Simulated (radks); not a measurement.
The phosphorus ion P+ inside a hard spherical wall (all orbitals vanish at R), configuration held at [Ne] 3s2 3p2 and not refilled when levels cross. All-electron calculation, scalar-relativistic Kohn-Sham, LDA (Slater exchange, Perdew-Wang correlation), spin-polarised, spherical densities, finite nucleus; open shells are filled with parallel spins first; Fermi nuclear charge, rms radius 3.1889 fm. Program: a radial shooting solver on a logarithmic mesh with Libxc functionals. Eigenvalues in eV for spin up, with the zero of energy where the potential of the charges vanishes at infinity; a dash marks a level that is unbound or too diffuse for the functional's potential to be trusted. A positive occupied level is held by the wall or, in an anion where self-interaction has pushed it up, behind a barrier. The pressure on the wall is -dE/dV.

| R (bohr) | E (hartree) | kinetic (hartree) | e(2s) | e(2p) | e(3s) | e(3p) | e(4s, empty) | e(3d, empty) | pressure (GPa) |
|---|---|---|---|---|---|---|---|---|---|
| free | -340.46056 | 341.249 | -183.73 | -135.16 | -24.068 | -14.993 | -5.016 | -4.306 | 0 |
| 20 | -340.46056 | 341.249 | -183.73 | -135.16 | -24.068 | -14.993 | -5.016 | -4.306 | < 0.0001 |
| 10 | -340.46056 | 341.249 | -183.73 | -135.16 | -24.068 | -14.993 | -4.910 | -4.278 | < 0.0001 |
| 8 | -340.46047 | 341.251 | -183.72 | -135.15 | -24.063 | -14.987 | -4.449 | -4.152 | 0.00601 |
| 7 | -340.45999 | 341.256 | -183.69 | -135.12 | -24.041 | -14.962 | -3.713 | -3.946 | 0.0501 |
| 6 | -340.45701 | 341.284 | -183.54 | -134.97 | -23.942 | -14.842 | -1.969 | -3.446 | 0.420 |
| 5 | -340.43904 | 341.419 | -182.90 | -134.33 | -23.529 | -14.322 | 2.393 | -2.160 | 3.60 |
| 4 | -340.33295 | 342.023 | -180.57 | -131.98 | -21.886 | -12.221 | 14.211 | 1.397 | 33.2 |
